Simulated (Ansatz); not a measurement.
```yaml
crystal:
  periodic: [false, false, false]
  atoms:
    - {symbol: F, position_ang: [-1.929943, -1.947842, -0.217150]}
    - {symbol: Al, position_ang: [-1.522118, -0.510279, -0.917820]}
    - {symbol: F, position_ang: [-2.380826, 0.835616, -0.451150]}
    - {symbol: F, position_ang: [-1.017118, -0.578947, -2.487562]}
    - {symbol: O, position_ang: [0.053964, -0.007444, 0.018951]}
    - {symbol: Si, position_ang: [-0.015206, 1.472573, 0.883238]}
    - {symbol: Si, position_ang: [1.432328, -1.010968, -0.030869]}
    - {symbol: H, position_ang: [-0.231850, 2.572498, -0.071306]}
    - {symbol: H, position_ang: [1.343849, 1.554516, 1.478266]}
    - {symbol: H, position_ang: [-1.037644, 1.361866, 1.936959]}
    - {symbol: H, position_ang: [1.049018, -2.157411, -0.873951]}
    - {symbol: H, position_ang: [1.741562, -1.402847, 1.360823]}
    - {symbol: H, position_ang: [2.534384, -0.216033, -0.613627]}
basis:
  gaussian: {orbitals: def2-TZVPD}
total_charge: -1
magnetization: {spin_polarized: true, initial_magnetization: 1}
hamiltonian: {xc: {name: B3LYP}}
output: {forces: true}
```

```sh
$ ansatz run in.yaml --threads 4 --pin off --events-out ev --progress --plain --max-ram 11315MiB
```

Shortened log:

```
Functional definition: B3LYP
1939 factors; their error is unknown
mean field evaluation 1: about -32660.3677 eV, gradient 3.6e1 eV
mean field evaluation 2: about -32655.1772 eV, gradient 5.6e1 eV
mean field evaluation 4: about -32664.2815 eV, gradient 2.8e0 eV
mean field evaluation 8: about -32664.3124 eV, gradient 4.8e-2 eV
mean field evaluation 16: about -32664.3496 eV, gradient 1.9e-3 eV
mean field -32664.34958868 eV, -1200.3927066926 hartree, gradient 7.1e-6 eV, S^2 0.751107; 5 other end points of the search recorded, 0 dependent functions left out
reference -32664.34993614 eV, -1200.3927194616 hartree; 42, 41 occupied and 301, 302 virtual orbitals, 1939 factors
Total energy: -32664.34993614 eV, -1200.3927194616 hartree
Atom 0 at    -1.929943    -1.947842    -0.217150 Å, force    -0.495931    -0.538894     0.068664 eV/Å
Atom 1 at    -1.522118    -0.510279    -0.917820 Å, force     1.013569     0.318081     0.600079 eV/Å
Atom 2 at    -2.380826     0.835616    -0.451150 Å, force    -0.711121     0.194817    -0.168790 eV/Å
Atom 3 at    -1.017118    -0.578947    -2.487562 Å, force    -0.183324    -0.069843    -0.708899 eV/Å
Atom 4 at     0.053964    -0.007444     0.018951 Å, force    -0.933237    -0.216275    -0.505884 eV/Å
Atom 5 at    -0.015206     1.472573     0.883238 Å, force     0.388169     0.780284     0.627346 eV/Å
Atom 6 at     1.432328    -1.010968    -0.030869 Å, force     1.007924    -0.530807     0.084970 eV/Å
Atom 7 at    -0.231850     2.572498    -0.071306 Å, force    -0.017950    -0.005174     0.002856 eV/Å
Atom 8 at     1.343849     1.554516     1.478266 Å, force    -0.052197     0.077568     0.025130 eV/Å
Atom 9 at    -1.037644     1.361866     1.936959 Å, force    -0.011591     0.005660    -0.014746 eV/Å
Atom 10 at     1.049018    -2.157411    -0.873951 Å, force    -0.021054     0.033827     0.011695 eV/Å
Atom 11 at     1.741562    -1.402847     1.360823 Å, force     0.009011    -0.023675    -0.012859 eV/Å
Atom 12 at     2.534384    -0.216033    -0.613627 Å, force     0.007733    -0.025569    -0.009563 eV/Å
Dipole moment:    -0.288073     0.011663    -0.109053 e Å
```

**Question.** What is wrong with this run?

**Answer.** The charge is far from anything that the molecule holds. Self-consistency was reached. The result belongs to that input, not to the molecule as meant.

B3LYP here is the variant with VWN-RPA as its local correlation; programs differ in this.
